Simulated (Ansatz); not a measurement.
Species: GeF3, charge -1, multiplicity 1. 
Coordinates optimised at B3LYP-D3(BJ)/def2-TZVP (Ansatz, a first-principles code):
```
Ge
F 1 1.8360
F 1 1.8360 2 95.45
F 1 1.8360 2 95.45 3 -96.03
```
Charge -1, spin multiplicity 1.

Basis-set convergence of Hartree-Fock and CCSD(T) correlation energies (hartree) with Ansatz. Correlated levels leave the core frozen unless marked. Spin-orbit coupling is left out. Frozen are the shells of the preceding noble gas and the d and f shells that filled before the atom's block. Non-relativistic.

```csv
basis,functions,E(HF),"E(corr, CCSD(T))",rough core time
aug-cc-pVDZ,105,-2373.87356,-0.75613,under 20 s
aug-cc-pVTZ,197,?,?,50 s
```

Task: Complete the blanks.

Result: 
- aug-cc-pVTZ, E(HF): -2374.02159
- aug-cc-pVTZ, E(corr, CCSD(T)): -0.94130
